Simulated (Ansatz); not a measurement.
Ideal-gas functions of GeH6N2 (`[NH2][GeH2][NH2]`) at 800 K and 1 bar, from an Ansatz frequency run at PBE0-D4/def2-TZVP.

Molar mass 106.67 g/mol, point group C2 (symmetry number 2), electronic degeneracy 1, moments of inertia 37.585, 78.467, 106.893 u Å². Harmonic wavenumbers (cm⁻¹, unscaled): 182, 184, 308, 519, 522, 558, 660, 701, 714, 760, 893, 926, 931, 1574, 1577, 2105, 2115, 3565, 3566, 3663, 3664.

Use S(trans) = R[1.5 ln M + 2.5 ln T − 1.1517]; rotational temperatures θ = 24.2544 K / I; S(rot) = R[ln(√π/σ · √(T³/θAθBθC)) + 1.5]; for each mode x = 1.438777 ν̃/T, S = R[x/(eˣ − 1) − ln(1 − e⁻ˣ)] and H = RT x/(eˣ − 1); 1 cm⁻¹ = 0.0119627 kJ/mol; R = 8.31446 J/(mol·K).

**Question.** By hand: the entropy, in J/(mol·K).

**Answer.** Translation 187.6. Rotation: θ = 0.6453, 0.3091, 0.2269 K, giving 107.7. Vibration, mode by mode: 17.64, 17.55, 13.33, 9.18, 9.14, 8.63, 7.36, 6.92, 6.78, 6.33, 5.21, 4.97, 4.94, 1.98, 1.97, 0.92, 0.91, 0.10, 0.10, 0.09, 0.09, in all 124.1. Electronic 0.0. Sum 419.4 J/(mol·K).

**Question.** By hand: H − E and G − E in kJ/mol, counted from the electronic energy.

**Answer.** Zero-point energy ½ × 29687 × 0.0119627 = 177.6; thermal vibration 52.9; translation, rotation and pV give 4 RT = 26.6. H − E = 257.1 kJ/mol, and G − E = 257.1 − 800 × 419.4/1000 = -78.4 kJ/mol.

Vibration gives 30 % of the entropy. The sum counts one conformer and one mirror image; others add a mixing term.
